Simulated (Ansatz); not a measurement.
The same path of AlFGeH6Si (10 atoms, charge 0, multiplicity 1) was run 3 times with different band settings. Lost on the way: Si2–H5, Al3–H7. Made: Si2–H7, Al3–H5.

Method: RKS PBE0-D4/def2-mTZVP in Ansatz.

Relaxed end points:

```xyz
10
Properties=species:S:1:pos:R:3
F -0.782 2.882 1.812
Si -0.207 2.049 0.546
Al -0.399 -0.388 0.856
Ge 0.410 -1.870 -0.960
H -0.955 2.509 -0.661
H 1.214 2.466 0.351
H -1.011 -1.019 2.182
H 0.810 -1.103 -2.237
H -0.652 -2.911 -1.374
H 1.655 -2.667 -0.512
```

```xyz
10
Properties=species:S:1:pos:R:3
F -0.725 2.838 1.900
Si 0.067 1.467 1.544
Al -0.786 0.397 -0.505
Ge 0.317 -1.681 -1.289
H -1.996 1.018 -1.332
H 1.514 1.813 1.423
H -0.059 0.565 2.728
H 1.275 -1.375 -2.462
H -0.690 -2.729 -1.806
H 1.166 -2.366 -0.198
```

Common settings: spring 5.0 eV/Å²; start path through a guess of the saddle point; force threshold 0.05 eV/Å; iteration limit 60; end points relaxed.

| run | movable images | climbing image | optimiser |
| --- | --- | --- | --- |
| 1 | 5 | yes | quadratic models (default) |
| 2 | 6 | no | quadratic models (default) |
| 3 | 5 | yes | fire |

(1) What does each run give, and how far can it be trusted?

Results:

(1) Run 1: not converged after 31 iterations, highest image 1.266 eV above the first end. The band forces met their threshold (the largest was 0.04 eV/Å), but the run stopped with an error, since it found no sound saddle at the top, so its energies are provisional: over the last iterations the top stayed at 1.27 eV.
Run 2: converged after 25 iterations, highest image 1.252 eV above the first end. No image climbed, so the highest image needn't sit at the top of the path.
Run 3: not converged after 60 iterations, highest image 1.352 eV above the first end. The band didn't meet its force threshold, so its energies are provisional: the largest band force was still 0.09 eV/Å, and over the last iterations the top stayed at 1.36 eV.
The orbitals stay closed-shell, which can raise the energy where a bond breaks towards radicals; this wasn't checked here.
